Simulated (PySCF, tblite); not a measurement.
Compound: C5H13ClP2Si.
Z-matrix (Å and degrees, GFN2-xTB geometry), rows numbered from 1:
```
P 
Si  1  2.2655
P   2  2.2783  1  114.15
Cl  2  2.0462  1  106.09  3  -123.86
C   2  1.9166  1  107.04  3   119.13
C   5  1.5175  2  111.54  1    34.09
C   6  1.5373  5  117.10  2    73.34
C   7  1.5361  6   89.34  5   133.54
C   8  1.5359  7   89.39  6   -12.71
H   1  1.3853  2   95.21  3    39.71
H   1  1.3851  2   93.47  3   -52.75
H   3  1.3843  2   94.17  1  -164.83
H   3  1.3851  2   94.10  1   -72.29
H   5  1.0923  2  108.92  1   -86.67
H   5  1.0912  2  110.37  1   156.10
H   6  1.0955  5  109.41  2   -54.29
H   7  1.0883  6  112.21  5    19.22
H   7  1.0877  6  116.12  5  -106.94
H   8  1.0877  7  112.56  6   101.65
H   8  1.0878  7  116.24  6  -131.73
H   9  1.0886  6  112.26  5   -18.76
H   9  1.0880  6  116.21  5   107.52
```

Theory: PBE0/pcSseg-1 in PySCF (dipole) on a GFN2-xTB geometry, gas phase.

Masses are those of the commonest isotopes; rigid-rotor values at the optimised geometry. The values belong to one conformer with, in the numbering `[PH2:1][Si:2]([PH2:3])([Cl:4])[CH2:5][CH:6]1[CH2:7][CH2:8][CH2:9]1`, H–P1–Si2–P3 40° and -53°, P1–Si2–P3–H -165° and -72°, P1–Si2–C5–C6 34°, Si2–C5–C6–C7 73°, C5–C6–C7–C8 134°, C6–C7–C8–C9 -13°, C7–C8–C9–C6 13°, C5–C6–C9–C8 -133°.

Give the principal moments of inertia and the rotational constants in GHz.

Ia = 449.32, Ib = 1048.76, Ic = 1058.53 u·Å²; 505379 MHz·u·Å²/I gives 1125, 481.9 and 477.4 MHz, that is A = 1.1248, B = 0.4819, C = 0.4774 GHz.

Classify the top.

A near-prolate asymmetric top. Ray's parameter κ = (2B − A − C)/(A − C) = -0.986; −1 is the prolate and +1 the oblate limit.

Is it planar, by Δ = Ic − Ia − Ib?

Not planar: Δ = Ic − Ia − Ib = -439.55 u·Å². For a rigid frame Δ = −2 Σ m c², so Σ m c² = 219.77 u·Å² lies off the ab plane: 26.74 from hydrogen and 193.03 from heavier atoms. The atom farthest from that plane is 2.47 Å away.

Give the other two planar moments, Paa and Pbb, and the rms extents of the mass along the axes.

Paa = Σ m a² = (Ib + Ic − Ia)/2 = 828.99 and Pbb = Σ m b² = (Ia + Ic − Ib)/2 = 229.55 u·Å². With the mass M = 198.00 u, the rms extents √(P/M) along a, b and c are 2.05, 1.08, 1.05 Å.

Give the coordinates in the principal-axis frame, origin at the centre of mass.

The sense of each axis is arbitrary; atoms in the order of the calculation.
```csv
atom,mass (u),a (Å),b (Å),c (Å)
P1,30.974,0.633,0.205,-2.186
Si2,27.977,0.886,0.046,0.060
P3,30.974,2.728,1.117,0.868
Cl4,34.969,0.912,-1.954,0.488
C5,12.000,-0.657,0.856,0.858
C6,12.000,-1.901,0.629,0.019
C7,12.000,-2.504,-0.785,0.028
C8,12.000,-3.896,-0.172,0.238
C9,12.000,-3.235,1.177,0.559
H10,1.008,1.980,0.058,-2.475
H11,1.008,0.732,1.587,-2.184
H12,1.008,2.684,0.480,2.097
H13,1.008,3.616,0.186,0.357
H14,1.008,-0.481,1.929,0.960
H15,1.008,-0.817,0.460,1.862
H16,1.008,-1.718,0.974,-1.005
H17,1.008,-2.170,-1.369,0.883
H18,1.008,-2.362,-1.372,-0.877
H19,1.008,-4.482,-0.143,-0.678
H20,1.008,-4.500,-0.609,1.029
H21,1.008,-3.194,1.382,1.627
H22,1.008,-3.639,2.049,0.048
```

List the rotational levels J(Ka,Kc) to J = 5 (K).

Above 0(0,0), as E/k:
J = 1: 1(0,1) 0.046, 1(1,1) 0.077, 1(1,0) 0.077
J = 2: 2(0,2) 0.138, 2(1,2) 0.169, 2(1,1) 0.169, 2(2,1) 0.262, 2(2,0) 0.262
J = 3: 3(0,3) 0.276, 3(1,3) 0.307, 3(1,2) 0.308, 3(2,2) 0.400, 3(2,1) 0.400, 3(3,1) 0.555, 3(3,0) 0.555
J = 4: 4(0,4) 0.460, 4(1,4) 0.490, 4(1,3) 0.492, 4(2,3) 0.584, 4(2,2) 0.584, 4(3,2) 0.739, 4(3,1) 0.739, 4(4,1) 0.956, 4(4,0) 0.956
J = 5: 5(0,5) 0.691, 5(1,5) 0.720, 5(1,4) 0.723, 5(2,4) 0.814, 5(2,3) 0.814, 5(3,3) 0.969, 5(3,2) 0.969, 5(4,2) 1.186, 5(4,1) 1.186, 5(5,1) 1.465, 5(5,0) 1.465
Those of J = 1 are B + C, A + C and A + B.

Which types of transition are allowed, and where do some lines up to J = 4 fall?

The dipole components are |μa| = 0.21 D, |μb| = 1.13 D, |μc| = 0.38 D. The squared components, which scale the intensities, stand as 0.04 : 1.00 : 0.12 (a : b : c). Some lines, for components of 0.1 D or more:

```tsv
type	branch	J(Ka,Kc)	MHz	lower level (cm⁻¹)
b	R	4(2,2) ← 3(3,1)	612	0.386
c	Q	1(1,1) ← 1(0,1)	643	0.032
b	Q	4(1,3) ← 4(0,4)	668	0.320
b	R	2(0,2) ← 1(1,1)	1276	0.053
b	R	1(1,1) ← 0(0,0)	1602	0.000
a	R	2(1,2) ← 1(1,1)	1914	0.053
b	Q	3(2,1) ← 3(1,2)	1922	0.214
a	R	3(0,3) ← 2(0,2)	2878	0.096
c	Q	3(3,1) ← 3(2,1)	3225	0.278
b	Q	4(3,2) ← 4(2,3)	3226	0.406
c	R	3(1,2) ← 2(0,2)	3536	0.096
a	R	4(2,2) ← 3(2,1)	3837	0.278
c	R	2(2,1) ← 1(1,1)	3856	0.053
b	Q	4(4,0) ← 4(3,1)	4516	0.514
b	Q	4(4,1) ← 4(3,2)	4516	0.514
c	R	3(2,1) ← 2(1,1)	4807	0.118
b	R	3(3,1) ← 2(2,0)	6103	0.182
b	R	4(4,1) ← 3(3,0)	8353	0.386
c	R	4(4,1) ← 3(3,1)	8353	0.386
```

Estimate the classical rotational partition function at 25 K, 50 K and 100 K.

Point group C1, symmetry number σ = 1; q = (√π/σ)·√((kT/h)³/(ABC)), k/h = 20836.6 MHz/K: 41400 at 25 K, 117000 at 50 K, 331000 at 100 K.

Its GFN2-xTB frequencies are all real (lowest 19 cm⁻¹). No vibrational averaging or centrifugal distortion is included, and the geometry carries the error of its method. Quadrupole hyperfine structure (35Cl) is left out.
